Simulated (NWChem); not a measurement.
System: C2H2F, doublet; SMILES [CH]=CF

NWChem input:

```
start job
memory heap 200 mb stack 900 mb global 1100 mb
geometry units angstroms noautosym nocenter noautoz
  C      0.171229     1.262372     0.000000
  C     -0.431031     0.096612     0.000000
  F      0.215200    -1.075304     0.000000
  H      1.156898     1.718762     0.000000
  H     -1.520051    -0.027772     0.000000
end
basis spherical
  * library iglo-ii
end
dft
  odft
  mult 2
  xc xpbe96 cpbe96
  iterations 150
end
property
  hyperfine
end
task dft property
```

In the optimisation the excess spin sits in a' (Cs, its own frame). The geometry was optimised at PBE0/def2-SVP, spin-unrestricted. No stability test was run on the SCF state.

Fermi-contact couplings, non-relativistic, static geometry.

Atoms are numbered as in the input.

Question: Give the results of this calculation. (PBE/IGLO-II, spin-unrestricted, contact and dipolar terms.) Quantities: A(iso) 13C atom 1 (MHz); A(iso) 13C atom 2 (MHz); A(iso) 19F atom 3 (MHz); A(iso) 1H atom 4 (MHz); A(iso) 1H atom 5 (MHz); <S²>.

Answer: 
```
Quantity                 Result
-----------------------  ------
A(iso) 13C atom 1 (MHz)     300
A(iso) 13C atom 2 (MHz)    55.3
A(iso) 19F atom 3 (MHz)     288
A(iso) 1H atom 4 (MHz)      3.5
A(iso) 1H atom 5 (MHz)     45.9
<S²>                      0.758
```
